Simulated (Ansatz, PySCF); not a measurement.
Process, species as SMILES: ClC(Cl)Cl + 3 [H][H] (H2) → C (CH4) + 3 Cl (HCl)
Each molecule is optimised on its own at B3LYP-D3(BJ)/def2-TZVP (Ansatz, a program for electronic structure).

Property: energy of full hydrogenation (0 K, with B3LYP-D3(BJ) harmonic zero-point energies from PySCF), in eV. Valence correlation only, unless marked. No spin-orbit coupling. No relativistic terms. Basis-set limits of correlation are two-point, X^-3; Hartree-Fock from the larger set.

```csv
level,program,energy of full hydrogenation (eV),minus last row
HF-D4/def2-TZVPD,PySCF + dftd4,-2.83,-0.22
SVWN5/def2-TZVPD,Ansatz,-2.38,0.23
BLYP-D4/def2-TZVPD,Ansatz + dftd4,-2.28,0.33
revPBE/def2-TZVPD,Ansatz,-2.47,0.14
r2SCAN-D4/def2-TZVPD,Ansatz + dftd4,-2.44,0.17
B3LYP/def2-TZVPD,Ansatz,-2.71,-0.10
PBE0-D3(BJ)/def2-TZVP,Ansatz + dftd3,-2.50,0.11
BHLYP-D3(BJ)/def2-TZVPD,Ansatz + dftd3,-2.77,-0.16
TPSSh-D3(BJ)/def2-TZVPD,PySCF + dftd3,-2.25,0.36
TPSSh/def2-TZVPD,PySCF,-2.37,0.24
HSE06-D4/def2-TZVPD,Ansatz + dftd4,-2.55,0.06
PBE-QIDH/def2-TZVPD,Ansatz,-2.61,0.00
"MP2/CBS(cc-pV(T+d)Z,cc-pV(Q+d)Z)",Ansatz,-2.45,0.16
RI-MP2/aug-cc-pV(Q+d)Z,Ansatz,-2.45,0.16
RI-MP2/cc-pV(Q+d)Z,Ansatz,-2.49,0.12
"RI-MP2/CBS(aug-cc-pV(T+d)Z,aug-cc-pV(Q+d)Z)",Ansatz,-2.42,0.19
CCSD/6-31G*,Ansatz,-2.07,0.54
CCSD/aug-cc-pV(T+d)Z,Ansatz,-2.81,-0.20
CCSD/cc-pV(T+d)Z,Ansatz,-2.88,-0.27
CCSD(T)/aug-cc-pV(D+d)Z,Ansatz,-2.81,-0.20
"CCSD(T)/CBS(cc-pV(T+d)Z,cc-pV(Q+d)Z)",Ansatz,-2.61,0.00
```
